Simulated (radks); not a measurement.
Results of a calculation; reference values are marked as such.
Q: Ionisation of Dy2+, [Xe] 4f10, to Dy3+, [Xe] 4f9, under several functionals. Scalar-relativistic Kohn-Sham, spin-polarised, spherical densities, point nucleus; open shells are filled with parallel spins first (spin-orbit coupling, left out, can overturn this in heavy ions); a radial shooting solver on a logarithmic mesh with Libxc functionals. The NIST Atomic Spectra Database gives 22.89 eV (semi-empirical). Rank these functionals by the error of their Delta-SCF ionisation energy: PW91; BLYP; RPBE; SOGGA; exchange-only B88.

A: From best to worst: BLYP 23.516 eV (+0.626); RPBE 23.559 eV (+0.669); exchange-only B88 22.205 eV (-0.685); SOGGA 23.581 eV (+0.691); PW91 23.760 eV (+0.870). Open shells are spherical and high-spin; term and fine-structure splittings are not resolved. Spin-orbit splitting is averaged out at the scalar-relativistic level.
